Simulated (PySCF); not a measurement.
Isomers of C9H6, one GFN2-xTB conformer each. Single-point energies are computed at PBE0/pcSseg-1 (PySCF, gas phase, no added dispersion term), electronic only.

```tsv
SMILES	GFN2-xTB relative energy (kJ/mol)
C#Cc1ccc2c(c1)C2	0.0
C#CC#C/C=C(/C)C#C	135.7
C#CC(C)=C(C#C)C#C	157.3
```

**Question.** What does PBE0/pcSseg-1 give for the same structures?

**Answer.** 
```
           SMILES  PBE0/pcSseg-1 E (Eh)  PBE0/pcSseg-1 (kJ/mol)  GFN2-xTB (kJ/mol)  point group
 C#Cc1ccc2c(c1)C2            -345.94014                     0.0                0.0           Cs
C#CC#C/C=C(/C)C#C            -345.88601                   142.1              135.7           Cs
C#CC(C)=C(C#C)C#C            -345.87143                   180.4              157.3           Cs
```

Both levels put the same isomer lowest; measured from each level's own lowest isomer, the values differ by up to 23.1 kJ/mol (C#CC(C)=C(C#C)C#C: 157.3 against 180.4). As drawn, the lowest has an aromatic ring and a three-membered ring, which the highest lacks; the highest has a C=C bond outside aromatic rings, which the lowest lacks.

**Question.** Which frontier levels, dipoles and rotational constants go with these structures?

**Answer.** 
| SMILES | HOMO (eV, PBE0/pcSseg-1) | LUMO (eV) | dipole (D) | A, B, C (MHz) |
| --- | --- | --- | --- | --- |
| C#Cc1ccc2c(c1)C2 | -6.66 | -1.01 | 0.82 | 4902, 1186, 961.0 |
| C#CC#C/C=C(/C)C#C | -6.54 | -1.95 | 1.25 | 3812, 761.8, 637.4 |
| C#CC(C)=C(C#C)C#C | -6.59 | -1.96 | 0.77 | 2220, 1466, 887.7 |
